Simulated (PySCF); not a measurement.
PySCF input:

```python
from pyscf import gto, scf, dft

mol = gto.M(
    atom='''
    B    -0.00000000   -0.00000000   -0.78099334
    F     0.00000000    0.00000000    0.43388519
    ''',
    basis='def2-tzvpd',
    charge=1,
    spin=1,
    symmetry='C2v',
    verbose=4,
)

mf = dft.UKS(mol, xc='bp86').density_fit(auxbasis='def2-universal-jkfit')
mf.grids.level = 3
mf.conv_tol = 1e-9
mf.max_cycle = 100
mf.max_memory = 1500
mf.kernel()
if not mf.converged:
    mf = mf.newton()
    mf.kernel(mf.make_rdm1())
mf.analyze()
```

Q: Predict the final energy.

A: -124.30488 Eh (BP86/def2-TZVPD).
